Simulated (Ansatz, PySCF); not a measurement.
BCl, SMILES [B]Cl (connectivity only; charge and spin as stated), charge +1, multiplicity 2. Atoms are numbered in the order given.

```xyz
2

B      0.0000     0.0000    -1.2117
Cl     0.0000     0.0000     0.3886
```
Charge +1, spin multiplicity 2.

Geometry optimised at B3LYP-D3(BJ)/def2-TZVPD.

Two levels are set side by side: PBE-D3(BJ)/def2-TZVPD (Ansatz, a quantum-chemistry and plane-wave program) and B3LYP-D3(BJ)/def2-TZVPD (Ansatz). Each level has its own optimised geometry; the coordinates shown are those of the second. Frequencies come from the Hessian of PySCF at each geometry. Differences are taken from unrounded values.

```json
[
 {"quantity": "bond B1–Cl2 (Å)", "B3LYP-D3(BJ)": "1.600"},
 {"quantity": "highest harmonic wavenumber (cm⁻¹)", "B3LYP-D3(BJ)": "1139"},
 {"quantity": "mean harmonic wavenumber (cm⁻¹)", "B3LYP-D3(BJ)": "1139"},
 {"quantity": "zero-point energy (kcal/mol)", "B3LYP-D3(BJ)": "1.63"}
]
```

Q: What does PBE-D3(BJ) give, and how far is it from B3LYP-D3(BJ)? (The exact figures need the calculation; the answer reports its results.)

A: 
| quantity | PBE-D3(BJ) | PBE-D3(BJ) minus B3LYP-D3(BJ) |
|---|---|---|
| bond B1–Cl2 (Å) | 1.608 | 0.008 |
| highest harmonic wavenumber (cm⁻¹) | 1122 | -16 |
| mean harmonic wavenumber (cm⁻¹) | 1122 | -16 |
| zero-point energy (kcal/mol) | 1.60 | -0.02 |

On these quantities the two levels nearly agree.
